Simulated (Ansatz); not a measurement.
Relaxation of AlBH7NO (11 atoms, charge 0, multiplicity 1), to a largest force component of 0.03 eV/Å in at most 50 steps.

The calculation used Ansatz, RKS BLYP-D4/6-31G*.

```xyz
11
Properties=species:S:1:pos:R:3
B -0.202 0.456 -0.404
H -0.151 -0.035 1.948
H 0.870 -0.078 -0.268
N -1.237 -0.267 -1.041
H -1.130 -1.235 -1.347
H -2.174 0.106 -1.203
O -0.372 1.775 0.033
Al -1.672 2.856 0.376
H -3.180 2.411 0.093
H -1.314 4.277 0.994
H -0.138 0.675 1.949
```

Where does it end, and by what steps?

The forces met the threshold. The force dipped under the threshold on the way, but the program's further checks kept it going. After 39 steps the energy has fallen by 0.346 eV; H2 moved furthest, 1.71 Å.

```tsv
step	energy less start (eV)	largest force component (eV/Å)	accepted
0	0.0000	1.571	yes
2	-0.2202	0.271	yes
4	-0.2601	0.218	yes
6	-0.2747	0.158	yes
8	-0.2809	0.040	yes
10	-0.2837	0.018	yes
12	-0.2868	0.108	yes
14	-0.2903	0.166	yes
16	-0.2975	0.156	yes
18	-0.3050	0.196	yes
20	-0.3177	0.209	yes
22	-0.3245	0.137	yes
24	-0.3348	0.170	yes
26	-0.3351	0.145	no
28	-0.3412	0.067	yes
30	-0.3420	0.060	yes
32	-0.3412	0.147	no
34	-0.3456	0.050	yes
36	-0.3461	0.046	yes
38	-0.3462	0.033	no
39	-0.3463	0.008	yes
```

```xyz
11
Properties=species:S:1:pos:R:3
B -0.713 0.148 -0.622
H 0.144 1.197 3.096
H 0.038 -0.514 0.057
N -0.989 -0.278 -1.942
H -0.579 -1.118 -2.343
H -1.610 0.226 -2.574
O -1.280 1.287 -0.109
Al -1.777 2.644 0.798
H -3.119 2.524 1.644
H -0.908 3.973 0.692
H 0.092 0.851 2.434
```

Time of the run: 110 s on 1 thread of Arm Neoverse V2, with other jobs on the host, peak memory 0.14 GiB.
